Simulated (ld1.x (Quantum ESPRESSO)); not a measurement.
# Configuration tests for sulfur (RRKJ)

| Quantity | Value |
| --- | --- |
| Element | S |
| Generator | ld1.x (Quantum ESPRESSO) 7.5 |
| Type | norm-conserving RRKJ (Kleinman–Bylander form) |
| Functional | LDA (PZ) |
| Relativity | scalar-relativistic |
| Frozen core | [Ne] |
| Valence charge | 6 |
| Reference configuration | 3s2 3p4 |
| Partial waves | 3p (bound): rc 1.55 bohr; 3s (bound): rc 1.35 bohr |
| Local potential | the s channel |
| Core correction | none |

Energies are relative to the spin-unpolarised reference configuration 3s2 3p4; without spin polarisation the order of configurations can differ from experiment. Spin-polarised rows fill each open shell by Hund’s rule, majority spin first.

```csv
valence configuration,charge,ΔE all-electron (eV),error AE − PS (meV)
3s2 3p3,+1,11.863,+4.2
3s2 3p2,+2,34.236,+35
3s2 3p1,+3,68.394,+139
3s2 3p0,+4,115.377,+403
3s2 3p4.3,-0.3,-1.741,+0.3
3s2 3p4 (spin-polarised),0,-0.706,+65
3s2 3p3 (spin-polarised),+1,9.898,+207
```

Question: What are ΔE and the potential's error for 3s1 3p5?

Answer: ΔE = 10.240 eV all-electron; the error (AE − PS) is +1.0 meV.

Question: What are ΔE and the potential's error for 3s2 3p3.5?

Answer: ΔE = 4.709 eV all-electron; the error (AE − PS) is +0.5 meV.
